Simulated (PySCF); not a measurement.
## Correlation energy of In⁺ (indium, charge +1)

[Kr] 4d10 5s1 5p1, high-spin 3P determinant (an excited configuration). Computed with PySCF 2.14 in dyall-acv2z, with scalar relativity by spin-free X2C-1e. Frozen: [Ar] 3d10; 20 electrons correlated; the 45 highest virtual orbitals of each spin left out.

MP2 pair energies summed by pair of shells (mhartree):

```json
{"pair": "4d-4d", "energy": "-301.11", "share (%)": "53.1"}
{"pair": "4p-4d", "energy": "-117.42", "share (%)": "20.7"}
{"pair": "4p-4p", "energy": "-39.62", "share (%)": "7.0"}
{"pair": "4d-5s", "energy": "-32.98", "share (%)": "5.8"}
{"pair": "4s-4d", "energy": "-28.73", "share (%)": "5.1"}
{"pair": "4d-5p", "energy": "-17.96", "share (%)": "3.2"}
{"pair": "4s-4p", "energy": "-17.41", "share (%)": "3.1"}
{"pair": "4p-5s", "energy": "-4.28", "share (%)": "0.8"}
{"pair": "4s-4s", "energy": "-3.28", "share (%)": "0.6"}
{"pair": "4p-5p", "energy": "-2.06", "share (%)": "0.4"}
{"pair": "5s-5p", "energy": "-1.98", "share (%)": "0.3"}
{"pair": "4s-5s", "energy": "-0.47", "share (%)": "0.1"}
{"pair": "4s-5p", "energy": "-0.26", "share (%)": "0.0"}
```

Total MP2 correlation energy: -567.56 mhartree.

Same-spin part -200.24 and opposite-spin part -367.32 mhartree; SCS-MP2 scales them by 1/3 and 6/5 to -507.53 mhartree.
